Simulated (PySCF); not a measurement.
PySCF input for C₂HBF₂, SMILES C#CB(F)F, PBE0-D3(BJ)/def2-SVP. Coordinates come from a PBE0-D3(BJ)/def2-SVP optimisation.

```python
import numpy as np
from pyscf import gto, scf, dft, df
from pyscf.hessian import thermo

mol = gto.M(
    atom='''
    B     0.00000001    0.00000000    0.47721428
    C     0.00000000    0.00000000   -1.04943946
    C    -0.00000000    0.00000000   -2.26438851
    H     0.00000000   -0.00000001   -3.34047639
    F    -0.00000000   -1.12637565    1.15763182
    F    -0.00000000    1.12637565    1.15763183
    ''',
    basis='def2-SVP',
    charge=0,
    spin=0,
    max_memory=1600,
    verbose=3,
)
mf = dft.RKS(mol, xc='pbe0').density_fit(auxbasis='def2-universal-jkfit')
mf.disp = 'd3bj'
mf.grids.level = 3
mf.conv_tol = 1e-11
mf.max_cycle = 100
mf.kernel()

# analytic Hessian; the response equations are solved on a coarser grid
h, args, fine = mf.Hessian(), (mf.mo_energy, mf.mo_coeff, mf.mo_occ), mf.grids
h.max_memory = max(150, 2.5e-5 * df.make_auxmol(mol, mf.with_df.auxbasis).nao * mol.nelec[0] * (mol.nelec[0] + mol.nao))  # MB; small integral blocks
h1ao = h.make_h1(mf.mo_coeff, mf.mo_occ)
mf.grids = dft.Grids(mol).set(level=1).build(with_non0tab=True)
mo1, mo_e1 = h.solve_mo1(*args, h1ao)
mf.grids = fine
hess = h.hess_elec(*args, mo1, mo_e1, h1ao) + h.hess_nuc()
if mf.do_disp():
    hess += h.get_dispersion()
for i in range(mol.natm):  # the analytic DFT Hessian lacks the response of the grid: restore translational invariance
    hess[i, i] -= hess[i].sum(axis=0)
hess = (hess + hess.transpose(1, 0, 3, 2)) / 2
vib = thermo.harmonic_analysis(mol, hess, imaginary_freq=False)
thermo.dump_normal_mode(mol, vib)
th = thermo.thermo(mf, vib['freq_au'][vib['freq_au'] > 0], 298.15, 101325)
thermo.dump_thermo(mol, th)
g0 = mf.nuc_grad_method().set(verbose=0).kernel()

# dipole derivatives [dipole axis, atom, xyz] from the same response
r, irp = mol.intor('int1e_r'), mol.intor('int1e_irp').reshape(3, 3, mol.nao, mol.nao)
sl, dm0, ok = mol.aoslice_by_atom(), np.array(mf.make_rdm1()), []
dmu = np.einsum('a,xt->xat', mol.atom_charges(), np.eye(3))
for a, (_, _, p0, p1) in enumerate(sl):
    dmu[:, a] += 2 * np.einsum('xtij,ij->xt', irp[:, :, :, p0:p1], dm0.reshape(-1, mol.nao, mol.nao).sum(0)[:, p0:p1])
    for u, c, occ, f in [(mo1, mf.mo_coeff, mf.mo_occ, 4)]:
        dmu[:, a] -= f * np.einsum('tui,xuv,vi->xt', u[a], r, c[:, occ > 0], optimize=True)
L = vib['norm_mode']
ir = 974.8801 * (np.einsum('xat,kat->kx', dmu, L) ** 2).sum(1)       # km/mol
apt = np.einsum('xax->a', dmu) / 3
print('mode   freq/cm-1   IR/(km/mol)')
for k, w in enumerate(vib['freq_wavenumber']):
    print(f'{k + 1:4d} {w:11.2f} {ir[k]:13.3f}')
print('max |gradient| / (hartree/bohr):', abs(g0).max())
print('APT charges:', apt.round(4))
```

Output:

```
converged SCF energy = -300.863121612027

WARN: DFTD3 does not support analytical Hessian, using finite difference


WARN: Mole.unit (angstrom) is changed to Bohr

Mode                                 0                   1                   2
Irrep
Freq [cm^-1]                      172.0232            232.9372            451.4667
Reduced mass [au]                   5.5566              4.6338             12.8404
Force const [Dyne/A]                0.0969              0.1481              1.5420
Char temp [K]                     247.5031            335.1448            649.5600
Normal mode                   x     y     z       x     y     z       x     y     z
       0   B                -0.00 -0.07  0.00    0.08 -0.00  0.00    0.00 -0.00  0.05
       1   C                -0.00 -0.10  0.00    0.21 -0.00  0.00   -0.00  0.00  0.11
       2   C                 0.00  0.15  0.00   -0.11  0.00  0.00   -0.00 -0.00  0.12
       3   H                 0.00  0.35  0.00   -0.38  0.00  0.00    0.00 -0.00  0.12
       4   F                 0.00 -0.01  0.11   -0.05  0.00 -0.00   -0.00 -0.09 -0.09
       5   F                -0.00 -0.01 -0.11   -0.05 -0.00 -0.00   -0.00  0.09 -0.09
Mode                                 3                   4                   5
Irrep
Freq [cm^-1]                      508.9184            678.5394            731.7736
Reduced mass [au]                   7.7446             10.1857              1.3195
Force const [Dyne/A]                1.1818              2.7631              0.4163
Char temp [K]                     732.2202            976.2671           1052.8593
Normal mode                   x     y     z       x     y     z       x     y     z
       0   B                 0.00  0.07  0.00   -0.27  0.00  0.00   -0.00  0.00 -0.00
       1   C                -0.00 -0.22  0.00    0.11 -0.00 -0.00    0.00 -0.06  0.00
       2   C                 0.00  0.02  0.00   -0.01 -0.00 -0.00   -0.00  0.13  0.00
       3   H                 0.00  0.24  0.00   -0.11  0.00 -0.00   -0.00 -0.86  0.00
       4   F                -0.00  0.04 -0.08    0.05 -0.00  0.00   -0.00  0.00 -0.00
       5   F                 0.00  0.04  0.08    0.05  0.00  0.00    0.00  0.00  0.00
Mode                                 6                   7                   8
Irrep
Freq [cm^-1]                      748.3559            785.6428           1334.3663
Reduced mass [au]                  12.6460              1.3199             11.2220
Force const [Dyne/A]                4.1727              0.4800             11.7725
Char temp [K]                    1076.7175           1130.3651           1919.8559
Normal mode                   x     y     z       x     y     z       x     y     z
       0   B                 0.00  0.00  0.08   -0.00 -0.00  0.00   -0.00 -0.00  0.26
       1   C                -0.00 -0.00 -0.09    0.06  0.00 -0.00   -0.00  0.00 -0.01
       2   C                 0.00 -0.00 -0.12   -0.13 -0.00  0.00   -0.00  0.00 -0.07
       3   H                 0.00 -0.00 -0.13    0.86  0.00  0.00   -0.00  0.00 -0.08
       4   F                -0.00 -0.12  0.05    0.00  0.00  0.00    0.00  0.06 -0.05
       5   F                -0.00  0.12  0.05    0.00 -0.00  0.00    0.00 -0.06 -0.05
Mode                                 9                  10                  11
Irrep
Freq [cm^-1]                     1456.3025           2215.2217           3475.8994
Reduced mass [au]                  12.1085              5.8864              1.1639
Force const [Dyne/A]               15.1302             17.0190              8.2855
Char temp [K]                    2095.2951           3187.2108           5001.0454
Normal mode                   x     y     z       x     y     z       x     y     z
       0   B                 0.00  0.26  0.00   -0.00 -0.00 -0.04    0.00  0.00  0.00
       1   C                -0.00 -0.01 -0.00    0.00 -0.00  0.22   -0.00  0.00 -0.03
       2   C                 0.00  0.00 -0.00   -0.00  0.00 -0.16    0.00  0.00  0.11
       3   H                -0.00  0.02 -0.00    0.00 -0.00 -0.31   -0.00 -0.00 -0.92
       4   F                -0.00 -0.07  0.04   -0.00 -0.00  0.00   -0.00  0.00 -0.00
       5   F                 0.00 -0.07 -0.04   -0.00  0.00  0.00   -0.00 -0.00 -0.00
temperature 298.1500 [K]
pressure 101325.00 [Pa]
Rotational constants [GHz] 10.48343 3.63686 2.70014
Symmetry number 2
Zero-point energy (ZPE) 0.02914 [Eh]   76509.844 [J/mol]
                           tot       elec      trans        rot        vib
Entropy [J/mol/K]       292.030      0.000    162.397    101.134     28.499
Cv [J/mol/K]             64.836      0.000     12.472     12.472     39.893
Cp [J/mol/K]             73.151      0.000     20.786     12.472     39.893
Internal energy [J/mol]                      3718.434   3718.434  81792.978
Internal energy [Eh]   -300.82914  -300.86312
Enthalpy [J/mol]                             6197.391   3718.434  81792.978
Enthalpy [Eh]          -300.82819
Gibbs free energy [J/mol]                  -42221.350 -26434.520  73295.923
Gibbs free energy [Eh] -300.86135
mode   freq/cm-1   IR/(km/mol)
   1      172.02         1.037
   2      232.94         1.164
   3      451.47        14.413
   4      508.92        12.611
   5      678.54        81.411
   6      731.77        34.339
   7      748.36         7.905
   8      785.64        23.955
   9     1334.37       492.007
  10     1456.30       354.199
  11     2215.22       130.825
  12     3475.90        43.313
max |gradient| / (hartree/bohr): 0.0002712343642058943
APT charges: [ 1.6141 -0.4988 -0.1062  0.2219 -0.6155 -0.6155]
```

Self-consistency was reached.

Cost: very roughly 30 core-seconds.
